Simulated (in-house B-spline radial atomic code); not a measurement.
Configurations of the manganese ion Mn³⁺, with energies counted from [Ar] 3d4. Method: Dirac-Hartree-Fock, average of configuration, Fermi nucleus of rms radius 3.7057 fm. Calculated with a B-spline radial code for spherical atoms. Energies include first-order Breit, QED and recoil terms.

Occupations are held fixed; configurations that lie above the ionisation limit could autoionise.

```
       configuration  E - E(ref) (eV)  highest orbital  its <r> (bohr)
        [Ar] 3d3 4s1           12.546            4s1/2           2.316
        [Ar] 3d3 4p1           19.538            4p3/2           2.642
        [Ar] 3d3 5p1           33.509            5p3/2            5.13
        [Ar] 3d3 5f1           40.128            5f5/2           7.727
        [Ar] 3d3 7s1           41.717            7s1/2           11.34
        [Ar] 3d3 7p1            42.41            7p3/2           12.32
        [Ar] 3d3 7g1           44.491            7g9/2           15.87
[Ne] 3s2 3p5 3d4 5s1           83.465            5s1/2           4.582
[Ne] 3s2 3p5 3d4 5g1           92.793            5g9/2           6.871
[Ne] 3s2 3p5 3d4 7g1           97.059            7g9/2           15.86
```

(1) Order these further configurations by energy, lowest first.
A. [Ne] 3s2 3p5 3d4 4f1
B. [Ne] 3s2 3p5 3d4 5f1
C. [Ar] 3d3 6g1
D. [Ar] 3d3 5g1
E. [Ar] 3d3 7f1

(2) How far above the reference does [Ar] 3d3 6s1 lie?

(3) How far above the reference does [Ar] 3d3 5s1 lie?

(4) How far above the reference does [Ar] 3d3 4f1 lie?

(5) One of these lies 65.01 eV from the reference. Which?
A. [Ne] 3s2 3p5 3d4 7s1
B. [Ne] 3s2 3p5 3d4 4s1
C. [Ne] 3s2 3p5 3d4 6f1

Answers

(1) D (40.226 eV), C (42.886 eV), E (44.446 eV), A (87.75 eV), B (92.685 eV).

(2) 38.121 eV; its least bound orbital is 6s1/2 with <r> = 7.592 bohr.

(3) 30.923 eV; its least bound orbital is 5s1/2 with <r> = 4.588 bohr.

(4) 35.198 eV; its least bound orbital is 4f5/2 with <r> = 4.404 bohr.

(5) B.
